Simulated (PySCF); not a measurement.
C$_{3}$H$_{8}$SZn (SMILES C[CH](C)[Zn][SH]), singlet, at a GFN2-xTB geometry (such geometries of metal compounds can be far from the true shape); CASSCF(6,5)/STO-3G run with PySCF.

The PySCF input:
```python
from pyscf import gto, scf, mcscf
import numpy

mol = gto.Mole()
mol.atom = '''
    Zn   -0.147937    0.219736    0.671174
    C    -1.266327   -1.049572   -0.504692
    C    -0.380764   -2.250679   -0.800681
    C    -1.568258   -0.265775   -1.773224
    H    -2.198273   -1.385249   -0.050915
    H    -0.855967   -2.885080   -1.552412
    H     0.587052   -1.940426   -1.197701
    H    -0.215314   -2.853533    0.090738
    H    -2.260421    0.552641   -1.580993
    H    -2.023671   -0.923777   -2.516812
    H    -0.656560    0.143304   -2.211981
    S     1.837745    1.382456    0.363798
    H     1.949435    1.976899    1.535672
'''
mol.basis = 'sto-3g'
mol.charge = 0
mol.spin = 0
mol.verbose = 4
mol.build()

mf = scf.RHF(mol)
mf.kernel()
mc = mcscf.CASSCF(mf, 5, 6)
mc.fix_spin_(ss=0.0)
mc.kernel()
occ = numpy.linalg.eigvalsh(mc.fcisolver.make_rdm1(mc.ci, mc.ncas, mc.nelecas))[::-1]
ss = mc.fcisolver.spin_square(mc.ci, mc.ncas, mc.nelecas)[0]
print('natural occupations', occ.round(4), ' <S^2>', round(ss, 4))
```

What the program printed (banner, timings and long lists left out):

```
PySCF version 2.14.0

[INPUT] verbose = 4
[INPUT] num. atoms = 13
[INPUT] num. electrons = 72
[INPUT] charge = 0
[INPUT] spin (= nelec alpha-beta = 2S) = 0
[INPUT] symmetry False subgroup None
[INPUT] Mole.unit = angstrom
[INPUT] Symbol           X                Y                Z      unit          X                Y                Z       unit  Magmom
[...]
nuclear repulsion = 395.737687648239
number of shells = 30
number of NR pGTOs = 150
number of NR cGTOs = 50
basis = sto-3g
ecp = {}

******** <class 'pyscf.scf.hf.RHF'> ********
method = RHF
initial guess = minao
damping factor = 0
level_shift factor = 0
DIIS = <class 'pyscf.scf.diis.CDIIS'>
diis_start_cycle = 1
diis_space = 8
diis_damp = 0
SCF conv_tol = 1e-09
SCF conv_tol_grad = None
SCF max_cycles = 50
direct_scf = True
direct_scf_tol = 1e-13
Set gradient conv threshold to 3.16228e-05
Initial guess from minao.
init E= -2265.26755725327
[...]
cycle= 1 E= -2266.70255784447  delta_E= -1.44  |g|= 0.704  |ddm|= 4.08
[...]
cycle= 2 E= -2260.22702485405  delta_E= 6.48  |g|= 4.02  |ddm|= 5.91
[...]
cycle= 3 E= -2267.23519367863  delta_E= -7.01  |g|= 0.306  |ddm|= 5.34
[...]
cycle= 4 E= -2267.29931839911  delta_E= -0.0641  |g|= 0.221  |ddm|= 0.739
[...]
cycle= 5 E= -2267.32434991069  delta_E= -0.025  |g|= 0.118  |ddm|= 0.555
[...]
cycle= 6 E= -2267.33048155876  delta_E= -0.00613  |g|= 0.0323  |ddm|= 0.339
[...]
cycle= 7 E= -2267.331192626  delta_E= -0.000711  |g|= 0.0126  |ddm|= 0.0855
[...]
cycle= 8 E= -2267.33141055288  delta_E= -0.000218  |g|= 0.0104  |ddm|= 0.0363
[...]
cycle= 9 E= -2267.331592982  delta_E= -0.000182  |g|= 0.00967  |ddm|= 0.0287
[...]
cycle= 10 E= -2267.33194695564  delta_E= -0.000354  |g|= 0.00855  |ddm|= 0.0591
[...]
cycle= 11 E= -2267.33282805943  delta_E= -0.000881  |g|= 0.00537  |ddm|= 0.211
[...]
cycle= 12 E= -2267.33299815643  delta_E= -0.00017  |g|= 0.00355  |ddm|= 0.0795
[...]
cycle= 13 E= -2267.33307864107  delta_E= -8.05e-05  |g|= 0.000834  |ddm|= 0.0895
[...]
cycle= 14 E= -2267.33308049707  delta_E= -1.86e-06  |g|= 0.000455  |ddm|= 0.0105
[...]
cycle= 15 E= -2267.33308084915  delta_E= -3.52e-07  |g|= 0.00038  |ddm|= 0.00278
[...]
cycle= 16 E= -2267.33308094684  delta_E= -9.77e-08  |g|= 0.000324  |ddm|= 0.000671
[...]
cycle= 17 E= -2267.33308109472  delta_E= -1.48e-07  |g|= 0.00032  |ddm|= 0.00069
[...]
cycle= 18 E= -2267.33308170281  delta_E= -6.08e-07  |g|= 0.000309  |ddm|= 0.00286
[...]
cycle= 19 E= -2267.33308403149  delta_E= -2.33e-06  |g|= 0.000239  |ddm|= 0.0127
[...]
converged SCF energy = -2267.33308718536
CASCI E = -2267.34336574099  S^2 = 0.0000000
[...]
macro iter  40 (  7 JK    2 micro), CASSCF E = -2267.50081847208  dE = -9.17135503e-06  S^2 = 0.0000000
               |grad[o]|=0.000983  |grad[c]|=0.0078  |ddm|=0.00152  |maxRot[o]|=0.0699
macro iter  41 (  7 JK    2 micro), CASSCF E = -2267.50082509545  dE = -6.62337061e-06  S^2 = 0.0000000
               |grad[o]|=0.00139  |grad[c]|=0.00697  |ddm|=0.000785  |maxRot[o]|=0.0564
macro iter  42 ( 12 JK    3 micro), CASSCF E = -2267.50083102080  dE = -5.92535298e-06  S^2 = 0.0000000
               |grad[o]|=0.00147  |grad[c]|=0.0101  |ddm|=0.00255  |maxRot[o]|=0.124
macro iter  43 ( 17 JK    4 micro), CASSCF E = -2267.50081036031  dE =  2.06604905e-05  S^2 = 0.0000000
               |grad[o]|=0.00196  |grad[c]|=0.0162  |ddm|=0.00316  |maxRot[o]|=0.121
macro iter  44 ( 21 JK    4 micro), CASSCF E = -2267.50081077608  dE = -4.15771410e-07  S^2 = 0.0000000
               |grad[o]|=0.00151  |grad[c]|=0.000703  |ddm|=7.38e-05  |maxRot[o]|=0.0019
macro iter  45 (  7 JK    2 micro), CASSCF E = -2267.50081935975  dE = -8.58366457e-06  S^2 = 0.0000000
               |grad[o]|=0.000954  |grad[c]|=0.000626  |ddm|=0.00026  |maxRot[o]|=0.0383
macro iter  46 (  7 JK    2 micro), CASSCF E = -2267.50082806026  dE = -8.70050872e-06  S^2 = 0.0000000
               |grad[o]|=0.000694  |grad[c]|=0.00148  |ddm|=0.000467  |maxRot[o]|=0.0518
macro iter  47 (  7 JK    2 micro), CASSCF E = -2267.50083441671  dE = -6.35645847e-06  S^2 = 0.0000000
               |grad[o]|=0.000538  |grad[c]|=0.00264  |ddm|=0.000722  |maxRot[o]|=0.0602
macro iter  48 (  7 JK    2 micro), CASSCF E = -2267.50083654445  dE = -2.12773375e-06  S^2 = 0.0000000
               |grad[o]|=0.000435  |grad[c]|=0.00127  |ddm|=0.000172  |maxRot[o]|=0.0326
macro iter  49 (  7 JK    2 micro), CASSCF E = -2267.50083976465  dE = -3.22020105e-06  S^2 = 0.0000000
               |grad[o]|=0.000478  |grad[c]|=0.00359  |ddm|=0.000232  |maxRot[o]|=0.0282
macro iter  50 (  9 JK    2 micro), CASSCF E = -2267.50083773875  dE =  2.02590400e-06  S^2 = 0.0000000
               |grad[o]|=0.00124  |grad[c]|=0.000629  |ddm|=0.000382  |maxRot[o]|=0.0074
1-step CASSCF not converged,  50 macro (695 JK 151 micro) steps
CASSCF canonicalization
Density matrix diagonal elements [1.09082931 1.95693623 1.10271127 1.00023409 0.8492891 ]
CASSCF energy = -2267.50083773875
CASCI E = -2267.50083773875  E(CI) = -13.9535420204352  S^2 = 0.0000000
natural occupations [1.9998 1.2208 1.0041 0.9961 0.7792]  <S^2> 0.0
```

The run did not converge; its last values are not results.
